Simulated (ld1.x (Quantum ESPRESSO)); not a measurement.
**Before and after: TM potential for Sn**

- Element: tin
- Generator: ld1.x (Quantum ESPRESSO) 7.5
- Type: norm-conserving Troullier–Martins (Kleinman–Bylander form)
- Functional: LDA (PZ)
- Relativity: scalar-relativistic
- Frozen core: [Kr] 4d10
- Valence charge: 4
- Reference configuration: 5s2 5p0.5 (charge +1.5)
- Partial waves: 5s (bound): rc 1.55 bohr; 5p (bound): rc 2.10 bohr
- Local potential: the p channel
- Core correction: none

Change: wave 5s (bound): rc 1.55 bohr becomes 5s (bound): rc 2.18 bohr.

Cutoffs: the cutoffs (Ry, on a coarse ladder) from which the occupation-weighted sum of valence levels, in a spherical-Bessel basis at the reference potential, stays within 10 and 1 mRy of its value at 400 Ry; they do not see the model core or the augmentation charge, which bear on the density cutoff. Errors are all-electron minus pseudo energies relative to the spin-unpolarised reference configuration.

Q: How do hardness, ghosts and transferability respond?

A: The potential gets softer (45 Ry and 100 Ry → 21 Ry and 30 Ry); the errors of the 9 common tests hardly move; neither file shows a bound ghost. A larger radius leaves more room for a smooth pseudo-wave, so fewer plane waves are needed.

```csv
quantity,base,changed
"cutoff, loose",45 Ry,21 Ry
"cutoff, tight",100 Ry,30 Ry
loose cutoff by channel (10 mRy a level),"s 30 Ry, p 8 Ry","s 10 Ry, p 8 Ry"
bound ghosts,none,none
"error for 5s2 5p2, meV [ΔE -13.28 eV]",+43,+41
"error for 5s2 5p1, meV [ΔE -6.18 eV]",+8.7,+8.4
"error for 5s2 5p0, meV [ΔE 8.08 eV]",+9.9,+9.3
"error for 5s1 5p2, meV [ΔE 1.55 eV]",+23,+22
"error for 5s1 5p0, meV [ΔE 39.53 eV]",+220,+224
"error for 5s2 5p2.3, meV [ΔE -14.18 eV]",+52,+50
"error for 5s2 5p1.5, meV [ΔE -10.56 eV]",+25,+24
"error for 5s2 5p0.5 (spin-polarised), meV [ΔE -0.04 eV]",+11,+11
"error for 5s2 5p2 (spin-polarised), meV [ΔE -13.75 eV]",+124,+121
```
